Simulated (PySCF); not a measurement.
F2GaHSe, SMILES [F][Ga]([F])[SeH].

Geometry: B3LYP-D3(BJ)/def2-SVP. One conformer was computed; it need not be the lowest.

All values below come from PySCF with B3LYP-D3(BJ)/def2-SVP.

Frequencies are harmonic and unscaled.

| mode | ν (cm⁻¹) | IR (km/mol) | Raman (Å⁴/amu) | depolarisation | moving atoms (share of kinetic energy) |
|---|---|---|---|---|---|
| 1 | 109 | 6.1 | 0.9 | 0.75 | F 61 %, Ga 24 %, Se 13 % |
| 2 | 162 | 25.7 | 1.0 | 0.75 | Ga 50 %, F 46 % |
| 3 | 184 | 25.9 | 1.4 | 0.58 | F 84 %, Se 14 % |
| 4 | 235 | 6.2 | 3.6 | 0.75 | H 96 % |
| 5 | 300 | 21.3 | 8.4 | 0.16 | Ga 45 %, Se 42 %, F 12 % |
| 6 | 648 | 1.1 | 7.3 | 0.75 | H 95 % |
| 7 | 694 | 78.1 | 6.7 | 0.10 | F 83 %, Ga 16 % |
| 8 | 736 | 68.0 | 2.0 | 0.75 | F 71 %, Ga 28 % |
| 9 | 2407 | 3.5 | 137.9 | 0.30 | H 99 % |
